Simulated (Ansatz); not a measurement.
Ansatz (a program for electronic structure) input (HF/STO-3G):

Ansatz 0.2 input:
```yaml
crystal:
  periodic: [false, false, false]
  atoms:
    - {symbol: B, position_ang: [-0.92994411, 0.36245407, -0.52356380]}
    - {symbol: F, position_ang: [-2.19740190, 0.25216418, -0.29244463]}
    - {symbol: B, position_ang: [0.54962741, -0.07742270, 0.09558151]}
    - {symbol: F, position_ang: [1.17597794, -1.16277611, -0.34738303]}
    - {symbol: F, position_ang: [1.23271102, 0.75226117, 0.87759560]}
basis:
  gaussian:
    orbitals: STO-3G
hamiltonian:
  xc: {name: HF}
magnetization: {spin_polarized: true, initial_magnetization: 1}
relax: {f_tol: 0.003, max_steps: 120}
```

Problem. What final total energy does it give?

Solution. -342.94506 Eh.
